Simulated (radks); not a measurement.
Q: The iridium ion Ir2+, 75 electrons, occupied as [Xe] 4f14 5d7. Method: Dirac Kohn-Sham, SOGGA, spin-unpolarised, spherical densities, point nucleus; open shells fill j = l - 1/2 first; computed with a radial shooting solver on a logarithmic mesh with Libxc functionals. Some entries of the table are withheld. Estimate them.

orbital,occ.,eigenvalue (eV),<r> (bohr),<1/r> (bohr^-1)
1s1/2,2,-76011.03,0.01744,92.23
2s1/2,2,(1),0.07297,22.57
2p1/2,2,-12741.83,0.06018,22.52
2p3/2,4,-11114.91,0.06849,18.58
3s1/2,2,-3123.673,0.1900,8.284
3p1/2,2,-2873.301,0.1801,8.197
3p3/2,4,-2517.104,0.1954,7.173
3d3/2,4,(2),0.1705,7.070
3d5/2,6,(3),0.1752,6.834
4s1/2,2,-679.5945,0.4233,3.496
4p1/2,2,-574.0192,0.4267,3.386
4p3/2,4,-489.6915,0.4605,3.029
4d3/2,4,-316.7029,0.4720,(4)
4d5/2,6,-301.0514,0.4833,(5)
5s1/2,2,-115.0603,0.9793,1.392
5p1/2,2,-81.9342,1.065,1.263
4f5/2,6,-80.9857,0.5316,2.333
4f7/2,8,-77.8664,0.5393,2.300
5p3/2,4,-68.3487,1.164,1.135
5d3/2,4,-24.9573,(6),0.8192
5d5/2,3,-23.6425,(7),0.7896

A: 
(1) 2s1/2 eigenvalue (eV): -13301.07
(2) 3d3/2 eigenvalue (eV): -2099.245
(3) 3d5/2 eigenvalue (eV): -2022.263
(4) 4d3/2 <1/r> (bohr^-1): 2.822
(5) 4d5/2 <1/r> (bohr^-1): 2.739
(6) 5d3/2 <r> (bohr): 1.594
(7) 5d5/2 <r> (bohr): 1.649
